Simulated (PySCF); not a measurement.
A ladder of Hamiltonians for Mn²¹⁺ (manganese, charge +21)

Occupied: 1s1/2, 2s1/2. Hartree-Fock calculated with PySCF 2.14 in an uncontracted even-tempered set (16 s from 1.8 bohr⁻², ratio 2.7; 11 p from 2.1 bohr⁻², ratio 2.7), Gaussian nucleus throughout. NR is non-relativistic, sf-X2C the spin-free one-electron X2C Hamiltonian, X2C adds the bare one-electron spin-orbit term, X2C-SNSO screens it by Boettger's factors, DC is four-component Dirac-Coulomb, and the Gaunt and Breit terms are added at first order (total energies over the DC spinors, levels after relaxing the spinors in that mean field). QED terms are absent. Levels marked empty are virtual spinors of this ion.

| Hamiltonian | E (hartree) |
| --- | --- |
| NR | -742.7719 |
| sf-X2C | -749.0793 |
| X2C | -749.0793 |
| X2C-SNSO | -749.0793 |
| DC | -749.1980 |
| DC+Gaunt | -748.9532 |
| DC+Breit | -748.9577 |

| level (eV) | NR | sf-X2C | X2C | X2C-SNSO | DC | DC+Gaunt | DC+Breit |
| --- | --- | --- | --- | --- | --- | --- | --- |
| 1s1/2 | -7828.2 | -7888.6 | -7888.6 | -7888.6 | -7891.4 | -7885.6 | -7885.7 |
| 2s1/2 | -1765.5 | -1782.8 | -1782.8 | -1782.8 | -1783.1 | -1782.5 | -1782.5 |
| 2p1/2 (empty) | -1630.6 | -1636.4 | -1645.8 | -1645.1 | -1645.2 | -1644.2 | -1644.3 |
| 2p3/2 (empty) | -1630.6 | -1636.4 | -1631.8 | -1632.2 | -1632.2 | -1631.6 | -1631.8 |
| 3s1/2 (empty) | -714.70 | -720.19 | -720.19 | -720.19 | -720.26 | -720.10 | -720.12 |

Task: How large are the two-electron picture-change error of X2C and the Breit correction in the total energy?

Result: X2C-1e lies 0.1187 hartree above Dirac-Coulomb; Gaunt adds 0.2448 and the full Breit term 0.2403 hartree.

```tsv
interval (eV)	X2C	X2C-SNSO	DC	DC+Gaunt	DC+Breit
2p3/2 − 2p1/2	14.02	12.88	13.02	12.58	12.58
```

Weight of the small component: 1s1/2 0.00817, 2s1/2 0.00180, 2p1/2 0.00174, 2p3/2 0.00173, 3s1/2 0.000720.

Koopmans' value for the highest occupied level at DC+Breit: 1782.5 eV, against an ionisation energy of 1788.7 ± 0.6 eV (semi-empirical (NIST evaluation); NIST Atomic Spectra Database, ionization energies); the former lacks relaxation, correlation, QED and recoil.

The whole ladder took 24 s of wall time on 1 thread of Neoverse-V2 (shared host), launched as `OMP_NUM_THREADS=1 python relrun2.py TASK.json OUT` (a driver that calls PySCF for each Hamiltonian).
